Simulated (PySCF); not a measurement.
CH$_{3}$BeCl, singlet, geometry from GFN2-xTB (such geometries of metal compounds can be far from the true shape). Base run: CAMB3LYP/def2-SVP, TDA (PySCF).

The PySCF input:
```python
from pyscf import gto, scf, dft, tdscf

mol = gto.Mole()
mol.atom = '''
    Be    0.645452    0.463327   -0.737356
    Cl    1.705962    1.181133   -1.945682
    C    -0.390356   -0.268560    0.437761
    H    -0.933616   -1.133343    0.061778
    H    -1.161427    0.392170    0.828570
    H     0.132207   -0.633972    1.319566
'''
mol.basis = 'def2-svp'
mol.charge = 0
mol.spin = 0
mol.verbose = 3
mol.build()

mf = dft.RKS(mol)
mf.xc = 'camb3lyp'
mf.kernel()
td = mf.TDA()
td.nstates = 5
td.kernel()
td.analyze()
```

The base run was repeated with changes; each row names its change, and settings that it needs were set with it.

```tsv
change	first excitation (eV)	oscillator strength of the first	second (eV)	core-seconds (rough)
base	7.86	0.056	7.87	30
functional = bhandhlyp	8.11	0.057	8.12	20
basis = def2-SVPD	[?]	[?]	[?]	70
basis = aug-cc-pVDZ	7.61	0.132	7.77	100
functional = hf	[?]	[?]	[?]	3
functional = lc_wpbe	8.16	0.070	8.16	30
basis = 6-31+G*	7.57	0.133	7.75	50
functional = b3lyp	7.58	0.056	7.59	20
functional = blyp	7.19	0.050	7.19	10
functional = pbe	[?]	[?]	[?]	10
nstates = 15	7.86	0.056	7.87	30
```

Question: Fill in the missing entries.

Answer: 
- basis = def2-SVPD, first excitation (eV): 7.74
- basis = def2-SVPD, oscillator strength of the first: 0.042
- basis = def2-SVPD, second (eV): 7.74
- functional = hf, first excitation (eV): 8.86
- functional = hf, oscillator strength of the first: 0.064
- functional = hf, second (eV): 8.87
- functional = pbe, first excitation (eV): 7.22
- functional = pbe, oscillator strength of the first: 0.060
- functional = pbe, second (eV): 7.22

An iterative solver can miss low states, so a row lists the states that it found.
